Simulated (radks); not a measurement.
The numbers below are computed, except where a source is named.
Effect of the nuclear size on the europium ion Eu3+, [Xe] 4f6. Code: a radial shooting solver on a logarithmic mesh with Libxc functionals. Model: Dirac Kohn-Sham, LDA (Slater exchange, Perdew-Wang correlation), spin-unpolarised, spherical densities, finite nucleus; open shells are shared between the two j in proportion to 2j + 1; Fermi nuclear charge, rms radius 5.1115 fm. The rms radius is varied about that value; shifts are against it.

| rms radius (fm) | total energy shift (eV) | density at nucleus (e/bohr^3) | 1s1/2 shift (meV) | 2s1/2 shift (meV) | 4p1/2 shift (meV) | 5s1/2 shift (meV) | 5p1/2 shift (meV) | 4f7/2 shift (meV) | 6s1/2 (empty) shift (meV) |
|---|---|---|---|---|---|---|---|---|---|
| 4.2068 | -6.09 | 6.052e+05 | -2510 | -321 | 0.457 | -2.71 | 0.138 | 0.411 | -0.532 |
| 4.9326 | -1.27 | 5.819e+05 | -526 | -67.2 | 0.096 | -0.568 | 0.029 | 0.086 | -0.111 |
| 5.1115 | 0 | 5.768e+05 | 0.000 | 0.000 | 0.000 | 0.000 | 0.000 | 0.000 | 0.000 |
| 5.2802 | 1.23 | 5.722e+05 | 509 | 65.0 | -0.092 | 0.549 | -0.028 | -0.083 | 0.108 |
| 6.3331 | 9.60 | 5.471e+05 | 3960 | 506 | -0.718 | 4.28 | -0.218 | -0.649 | 0.838 |

Slopes of the eigenvalues against <r^2> in GHz/fm^2, as finite differences over the two radii next to the reference (eigenvalue slopes, not the field-shift constants of lines): 1s1/2 70500, 2s1/2 9000, 4p1/2 -12.8, 5s1/2 76.1, 5p1/2 -3.88, 4f7/2 -11.5, 6s1/2 (empty) 14.9.
